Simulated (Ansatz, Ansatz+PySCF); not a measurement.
```
atom    x (Å)    y (Å)   z (Å)
  Al   0.0000   0.0000  0.0000
  Cl   2.2453   0.0000  0.0000
  Cl  -1.1226   1.9445  0.0000
  Cl  -1.1226  -1.9445  0.0000
```

Basis set: def2-SVP (spherical functions). Correlated methods keep 20 orbitals frozen. Charge 0, multiplicity 1.

Computed with Ansatz (development build ahead of 0.2.0); each method stands on the lowest determinant of its kind that the runs found. Restricted open shells among the atoms or ions are ROHF, correlated in semicanonical orbitals with singles.

(1) Give the atomization energy at this shape (free ground-state atoms in the same class of orbitals less the molecule, no zero-point energy) of singlet AlCl₃ by RHF-CCSD(T), RHF-CCSD, UHF-MP2, RHF-MP2, RHF, UHF.

Results:

(1)

```tsv
method	atomization energy
RHF-CCSD(T)	1134.6 kJ/mol
RHF-CCSD	1117.3 kJ/mol
UHF-MP2	1186.9 kJ/mol
RHF-MP2	1183.0 kJ/mol
RHF	989.1 kJ/mol
UHF	952.0 kJ/mol
```

Caution: the shape is not the minimum.
